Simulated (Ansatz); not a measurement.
System: C6H12Cl, charge 0, multiplicity 2. It need not be the lowest isomer of its formula. SMILES: CC[CH]C[C@H](C)Cl
Structure (B3LYP-D3(BJ)/def2-TZVP (Ansatz, a first-principles code) minimum search):
```
C
H 1 1.0937
H 1 1.0981 2 106.94
C 1 1.4860 2 110.72 3 120.25
H 4 1.0854 1 118.06 2 -163.21
C 4 1.4869 5 118.25 1 177.40
H 6 1.0931 4 109.44 5 -163.79
H 6 1.1018 7 105.82 4 118.56
C 6 1.5324 7 109.70 8 116.67
H 9 1.0907 6 110.51 7 61.03
H 9 1.0917 10 108.40 6 121.93
H 9 1.0923 10 108.00 11 116.60
C 1 1.5342 2 108.09 3 -113.30
H 13 1.0888 1 109.77 2 -176.10
C 13 1.5152 14 110.85 1 125.87
H 15 1.0891 13 111.15 14 56.82
H 15 1.0907 16 108.48 13 -121.96
H 15 1.0930 16 108.50 17 -117.59
Cl 13 1.8278 14 103.86 15 117.06
```
Charge 0, spin multiplicity 2.

Wanted: atomisation energy (electronic, to ground-state atoms), in eV. Cores are frozen in the correlated levels unless marked. Open shells are spin-unrestricted. No spin-orbit coupling. Non-relativistic. The coupled-cluster limit lacks core correlation, which all-electron functionals hold. Basis-set limits of correlation are two-point, X^-3; Hartree-Fock from the larger set. The bracket is a focal-point correction in the basis named.

```csv
level,program,atomisation energy (eV)
revPBE-D3(BJ)/def2-TZVPD,Ansatz + dftd3,76.32
```

**Question.** Estimate the value at RI-MP2/CBS(cc-pV(T+d)Z,cc-pV(Q+d)Z)+[CCSD(T)-MP2]/cc-pV(T+d)Z as computed with Ansatz.

**Answer.** 76.54 eV, so revPBE-D3(BJ)/def2-TZVPD differs from it by -0.22 eV.
